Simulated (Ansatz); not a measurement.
**Molecular dynamics of CH9NSSi2**

The input (input.yaml):

```yaml
crystal:
  periodic: [false, false, false]
  atoms:
    - { symbol: "N", position_ang: [-1.218867, 2.432456, 0.400872] }
    - { symbol: Si, position_ang: [-0.664996, 0.792585, 0.899894] }
    - { symbol: C, position_ang: [0.403252, -0.139743, -0.376566] }
    - { symbol: Si, position_ang: [0.87956, -1.871466, 0.232975] }
    - { symbol: S, position_ang: [-0.501263, -0.154175, -1.990068] }
    - { symbol: H, position_ang: [-1.69023, 2.31366, -0.548259] }
    - { symbol: H, position_ang: [-0.346335, 2.982206, 0.130937] }
    - { symbol: H, position_ang: [-1.860123, 0.007196, 1.173816] }
    - { symbol: H, position_ang: [0.118806, 0.952719, 2.117058] }
    - { symbol: H, position_ang: [1.340576, 0.441836, -0.501417] }
    - { symbol: H, position_ang: [1.68509, -2.54789, -0.774896] }
    - { symbol: H, position_ang: [-0.31072, -2.667136, 0.48719] }
    - { symbol: H, position_ang: [1.655545, -1.782265, 1.462952] }
    - { symbol: H, position_ang: [0.496704, -0.789283, -2.685687] }
basis:
  gaussian: { orbitals: STO-3G }
hamiltonian:
  xc: pbe
md:
  timestep: 1.0
  n_steps: 141
  ensemble: nvt_nose_hoover
  temperature: 500.0
  initial_velocities: maxwell_boltzmann
  seed: 320890
  nose_hoover: { tau: 300.0, chain_length: 1 }
scf:
  lower_state_search: "off"
```

Command:

```bash
$ ansatz run input.yaml --threads 1 --pin off --max-ram 2048MiB --backend cpu --events-out ev --progress --plain --runs-dir out
```

It starts from a relaxed structure.

Output, in part (one step line in 3, the closing report, with atoms numbered from 0):

```
md step     0: t =     0.00 fs  T =   500.0 K  F+E_penalty+E_count = -28911.76548963 eV  E_kin = 0.775560 eV  conserved = -28910.98992964 eV  (14 SCF iters)
md step     3: t =     3.00 fs  T =   263.7 K  F+E_penalty+E_count = -28911.37798891 eV  E_kin = 0.409075 eV  conserved = -28910.96892044 eV  (19 SCF iters)
md step     6: t =     6.00 fs  T =   290.1 K  F+E_penalty+E_count = -28911.43289165 eV  E_kin = 0.449918 eV  conserved = -28910.98302044 eV  (19 SCF iters)
md step     9: t =     9.00 fs  T =   150.2 K  F+E_penalty+E_count = -28911.20600487 eV  E_kin = 0.233015 eV  conserved = -28910.97309416 eV  (19 SCF iters)
md step    12: t =    12.00 fs  T =   250.7 K  F+E_penalty+E_count = -28911.36757290 eV  E_kin = 0.388853 eV  conserved = -28910.97892018 eV  (19 SCF iters)
md step    15: t =    15.00 fs  T =   235.1 K  F+E_penalty+E_count = -28911.33931909 eV  E_kin = 0.364661 eV  conserved = -28910.97502684 eV  (19 SCF iters)
md step    18: t =    18.00 fs  T =   337.0 K  F+E_penalty+E_count = -28911.50658788 eV  E_kin = 0.522677 eV  conserved = -28910.98449439 eV  (19 SCF iters)
md step    21: t =    21.00 fs  T =   206.9 K  F+E_penalty+E_count = -28911.29153513 eV  E_kin = 0.320895 eV  conserved = -28910.97149379 eV  (19 SCF iters)
md step    24: t =    24.00 fs  T =   255.0 K  F+E_penalty+E_count = -28911.37412398 eV  E_kin = 0.395552 eV  conserved = -28910.97966332 eV  (19 SCF iters)
md step    27: t =    27.00 fs  T =   258.8 K  F+E_penalty+E_count = -28911.37628417 eV  E_kin = 0.401397 eV  conserved = -28910.97630320 eV  (19 SCF iters)
md step    30: t =    30.00 fs  T =   281.0 K  F+E_penalty+E_count = -28911.41218150 eV  E_kin = 0.435891 eV  conserved = -28910.97808721 eV  (18 SCF iters)
md step    33: t =    33.00 fs  T =   258.0 K  F+E_penalty+E_count = -28911.37693246 eV  E_kin = 0.400259 eV  conserved = -28910.97889122 eV  (19 SCF iters)
md step    36: t =    36.00 fs  T =   207.6 K  F+E_penalty+E_count = -28911.29490397 eV  E_kin = 0.321938 eV  conserved = -28910.97556083 eV  (18 SCF iters)
md step    39: t =    39.00 fs  T =   210.0 K  F+E_penalty+E_count = -28911.29905084 eV  E_kin = 0.325792 eV  conserved = -28910.97625964 eV  (18 SCF iters)
md step    42: t =    42.00 fs  T =   185.9 K  F+E_penalty+E_count = -28911.26194519 eV  E_kin = 0.288366 eV  conserved = -28910.97699078 eV  (17 SCF iters)
md step    45: t =    45.00 fs  T =   260.5 K  F+E_penalty+E_count = -28911.38246637 eV  E_kin = 0.404136 eV  conserved = -28910.98220225 eV  (18 SCF iters)
md step    48: t =    48.00 fs  T =   158.1 K  F+E_penalty+E_count = -28911.21088982 eV  E_kin = 0.245186 eV  conserved = -28910.97012616 eV  (19 SCF iters)
md step    51: t =    51.00 fs  T =   233.7 K  F+E_penalty+E_count = -28911.33889262 eV  E_kin = 0.362440 eV  conserved = -28910.98136237 eV  (18 SCF iters)
md step    54: t =    54.00 fs  T =   177.3 K  F+E_penalty+E_count = -28911.24485727 eV  E_kin = 0.275090 eV  conserved = -28910.97525559 eV  (18 SCF iters)
md step    57: t =    57.00 fs  T =   272.7 K  F+E_penalty+E_count = -28911.39680726 eV  E_kin = 0.422960 eV  conserved = -28910.97995694 eV  (19 SCF iters)
md step    60: t =    60.00 fs  T =   248.7 K  F+E_penalty+E_count = -28911.35285667 eV  E_kin = 0.385788 eV  conserved = -28910.97406199 eV  (19 SCF iters)
md step    63: t =    63.00 fs  T =   356.2 K  F+E_penalty+E_count = -28911.52596093 eV  E_kin = 0.552495 eV  conserved = -28910.98135159 eV  (19 SCF iters)
md step    66: t =    66.00 fs  T =   234.7 K  F+E_penalty+E_count = -28911.32725851 eV  E_kin = 0.364018 eV  conserved = -28910.97226513 eV  (19 SCF iters)
md step    69: t =    69.00 fs  T =   221.4 K  F+E_penalty+E_count = -28911.31495049 eV  E_kin = 0.343358 eV  conserved = -28910.98132033 eV  (19 SCF iters)
md step    72: t =    72.00 fs  T =   162.3 K  F+E_penalty+E_count = -28911.21507133 eV  E_kin = 0.251732 eV  conserved = -28910.97379974 eV  (19 SCF iters)
md step    75: t =    75.00 fs  T =   249.0 K  F+E_penalty+E_count = -28911.35100856 eV  E_kin = 0.386262 eV  conserved = -28910.97594775 eV  (19 SCF iters)
md step    78: t =    78.00 fs  T =   323.5 K  F+E_penalty+E_count = -28911.46830367 eV  E_kin = 0.501776 eV  conserved = -28910.97898809 eV  (19 SCF iters)
md step    81: t =    81.00 fs  T =   313.9 K  F+E_penalty+E_count = -28911.45066251 eV  E_kin = 0.486914 eV  conserved = -28910.97745672 eV  (18 SCF iters)
md step    84: t =    84.00 fs  T =   253.2 K  F+E_penalty+E_count = -28911.35333040 eV  E_kin = 0.392688 eV  conserved = -28910.97568633 eV  (18 SCF iters)
md step    87: t =    87.00 fs  T =   219.5 K  F+E_penalty+E_count = -28911.30467923 eV  E_kin = 0.340493 eV  conserved = -28910.98017557 eV  (18 SCF iters)
md step    90: t =    90.00 fs  T =   220.0 K  F+E_penalty+E_count = -28911.29787426 eV  E_kin = 0.341186 eV  conserved = -28910.97365163 eV  (17 SCF iters)
md step    93: t =    93.00 fs  T =   277.2 K  F+E_penalty+E_count = -28911.38766507 eV  E_kin = 0.430018 eV  conserved = -28910.97590130 eV  (18 SCF iters)
md step    96: t =    96.00 fs  T =   336.2 K  F+E_penalty+E_count = -28911.48424896 eV  E_kin = 0.521541 eV  conserved = -28910.98241707 eV  (18 SCF iters)
md step    99: t =    99.00 fs  T =   269.6 K  F+E_penalty+E_count = -28911.37197661 eV  E_kin = 0.418151 eV  conserved = -28910.97505017 eV  (18 SCF iters)
md step   102: t =   102.00 fs  T =   260.0 K  F+E_penalty+E_count = -28911.35607770 eV  E_kin = 0.403302 eV  conserved = -28910.97538265 eV  (19 SCF iters)
md step   105: t =   105.00 fs  T =   253.9 K  F+E_penalty+E_count = -28911.34979353 eV  E_kin = 0.393862 eV  conserved = -28910.97995317 eV  (19 SCF iters)
md step   108: t =   108.00 fs  T =   239.6 K  F+E_penalty+E_count = -28911.32116877 eV  E_kin = 0.371573 eV  conserved = -28910.97480666 eV  (19 SCF iters)
md step   111: t =   111.00 fs  T =   301.1 K  F+E_penalty+E_count = -28911.41818378 eV  E_kin = 0.467011 eV  conserved = -28910.97806905 eV  (19 SCF iters)
md step   114: t =   114.00 fs  T =   316.4 K  F+E_penalty+E_count = -28911.44113320 eV  E_kin = 0.490702 eV  conserved = -28910.97895204 eV  (19 SCF iters)
md step   117: t =   117.00 fs  T =   291.1 K  F+E_penalty+E_count = -28911.39784839 eV  E_kin = 0.451561 eV  conserved = -28910.97672436 eV  (19 SCF iters)
md step   120: t =   120.00 fs  T =   246.1 K  F+E_penalty+E_count = -28911.32519938 eV  E_kin = 0.381737 eV  conserved = -28910.97540625 eV  (19 SCF iters)
md step   123: t =   123.00 fs  T =   274.7 K  F+E_penalty+E_count = -28911.37424944 eV  E_kin = 0.426087 eV  conserved = -28910.98180087 eV  (19 SCF iters)
md step   126: t =   126.00 fs  T =   212.7 K  F+E_penalty+E_count = -28911.26922650 eV  E_kin = 0.329969 eV  conserved = -28910.97424813 eV  (19 SCF iters)
md step   129: t =   129.00 fs  T =   246.3 K  F+E_penalty+E_count = -28911.32401144 eV  E_kin = 0.382003 eV  conserved = -28910.97868274 eV  (19 SCF iters)
md step   132: t =   132.00 fs  T =   212.7 K  F+E_penalty+E_count = -28911.26812743 eV  E_kin = 0.329947 eV  conserved = -28910.97616979 eV  (19 SCF iters)
md step   135: t =   135.00 fs  T =   244.8 K  F+E_penalty+E_count = -28911.31563255 eV  E_kin = 0.379686 eV  conserved = -28910.97564255 eV  (19 SCF iters)
md step   138: t =   138.00 fs  T =   276.4 K  F+E_penalty+E_count = -28911.36557370 eV  E_kin = 0.428717 eV  conserved = -28910.97827765 eV  (19 SCF iters)
md step   141: t =   141.00 fs  T =   318.5 K  F+E_penalty+E_count = -28911.42877573 eV  E_kin = 0.494060 eV  conserved = -28910.97824925 eV  (18 SCF iters)
Total energy: -28911.42880140 eV, -1062.4754115811 hartree
Atom 0 at    -1.279733     2.270040     0.330752 Å, force    -1.321303    -0.431261     0.017399 eV/Å
Atom 1 at    -0.578332     0.736354     0.908737 Å, force    -0.706973    -0.623284    -1.173312 eV/Å
Atom 2 at     0.494041    -0.142422    -0.426485 Å, force    -0.119344    -0.004304    -0.479801 eV/Å
Atom 3 at     0.838843    -1.852616     0.314833 Å, force    -0.069696    -0.820714    -0.813495 eV/Å
Atom 4 at    -0.531437    -0.025821    -2.018343 Å, force     1.398520    -1.214623    -0.049427 eV/Å
Atom 5 at    -1.849282     2.042210    -0.561442 Å, force     0.537805     0.168255     0.609191 eV/Å
Atom 6 at    -0.464025     2.789007    -0.042506 Å, force     0.818580     0.957682    -0.661000 eV/Å
Atom 7 at    -1.740347    -0.141448     1.158740 Å, force     0.535598     0.244858     0.235073 eV/Å
Atom 8 at     0.249039     1.020243     2.039010 Å, force     0.269396     0.059781     0.685725 eV/Å
Atom 9 at     1.491664     0.359664    -0.553366 Å, force    -0.611447     0.046406    -0.044270 eV/Å
Atom 10 at     1.627607    -2.769279    -0.571128 Å, force    -0.351272     0.678289     0.587207 eV/Å
Atom 11 at    -0.450596    -2.490161     0.554649 Å, force     0.124175    -0.079152     0.030362 eV/Å
Atom 12 at     1.487877    -1.669193     1.606520 Å, force     0.150115    -0.067020    -0.086846 eV/Å
Atom 13 at     0.180872    -0.982047    -2.827394 Å, force    -0.654153     1.085088     1.143195 eV/Å
Dipole moment:     0.341015    -0.167401    -0.152021 e Å
```

All steps were run. The conserved energy stayed within 1.5 meV per atom of its start (net change 0.83 meV per atom), so the integration is sound. The mean temperature of the second half is 48 % below the set value. A run of 0.14 ps of so small a system gives no equilibrium averages. Limits of this set-up: minimal basis.

The same pairs are bonded in the first frame and the last. Pairs count as bonded within 1.25 times the sum of covalent radii (0.12 Å more for H–H).

Last frame:

```xyz
14
Properties=species:S:1:pos:R:3
N -1.280 2.270 0.331
Si -0.578 0.736 0.909
C 0.494 -0.142 -0.426
Si 0.839 -1.853 0.315
S -0.531 -0.026 -2.018
H -1.849 2.042 -0.561
H -0.464 2.789 -0.043
H -1.740 -0.141 1.159
H 0.249 1.020 2.039
H 1.492 0.360 -0.553
H 1.628 -2.769 -0.571
H -0.451 -2.490 0.555
H 1.488 -1.669 1.607
H 0.181 -0.982 -2.827
```

The run took 14 min on 1 CPU thread of a shared host.
